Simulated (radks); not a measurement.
Spin polarisation of the 4f8 shell in Tb3+. Start: [Xe] 4f(up 4, down 4); electrons of 4f are moved from spin down to spin up, other shells keep equal spins. All-electron calculation, non-relativistic Kohn-Sham, LDA (Slater exchange, Perdew-Wang correlation), spin-polarised, spherical densities, point nucleus. Program: a radial shooting solver on a logarithmic mesh with Libxc functionals.

moment (Bohr magnetons) = 0: E - E(0) (eV) 0.000; e(4f up) (eV) -38.851; e(4f down) (eV) -38.851; 5p down minus up (eV) 0.000; 5s down minus up (eV) 0.000; 4d down minus up (eV) 0.000
moment (Bohr magnetons) = 1: E - E(0) (eV) -0.196; e(4f up) (eV) -39.229; e(4f down) (eV) -38.446; 5p down minus up (eV) 0.281; 5s down minus up (eV) 0.352; 4d down minus up (eV) 0.870
moment (Bohr magnetons) = 2: E - E(0) (eV) -0.783; e(4f up) (eV) -39.578; e(4f down) (eV) -38.012; 5p down minus up (eV) 0.562; 5s down minus up (eV) 0.704; 4d down minus up (eV) 1.740
moment (Bohr magnetons) = 3: E - E(0) (eV) -1.762; e(4f up) (eV) -39.899; e(4f down) (eV) -37.550; 5p down minus up (eV) 0.844; 5s down minus up (eV) 1.058; 4d down minus up (eV) 2.610
moment (Bohr magnetons) = 4: E - E(0) (eV) -3.132; e(4f up) (eV) -40.191; e(4f down) (eV) -37.060; 5p down minus up (eV) 1.128; 5s down minus up (eV) 1.414; 4d down minus up (eV) 3.480
moment (Bohr magnetons) = 5: E - E(0) (eV) -4.893; e(4f up) (eV) -40.454; e(4f down) (eV) -36.540; 5p down minus up (eV) 1.414; 5s down minus up (eV) 1.772; 4d down minus up (eV) 4.351
moment (Bohr magnetons) = 6: E - E(0) (eV) -7.045; e(4f up) (eV) -40.686; e(4f down) (eV) -35.990; 5p down minus up (eV) 1.703; 5s down minus up (eV) 2.134; 4d down minus up (eV) 5.223

At moment 6 the spin-polarisation energy is -7.045 eV and the 4f exchange splitting 4.696 eV, that is 0.783 eV per Bohr magneton; E = -I m^2/4 would give I = 0.783 eV.
